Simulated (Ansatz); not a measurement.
`CO[Si](F)Cl` radical, charge 0, multiplicity 2.

Problem. Give a relaxed structure at PBE0-D4/def2-TZVP (Ansatz). (Best estimate.)

Solution. Computed: 
```xyz
8

C    -0.482    1.011    0.476
O     0.382    0.396   -0.461
Si    0.314   -1.132   -0.997
F     1.684   -1.379   -1.761
Cl    0.200   -2.451    0.579
H    -1.468    1.190    0.039
H    -0.039    1.968    0.751
H    -0.592    0.397    1.374
```
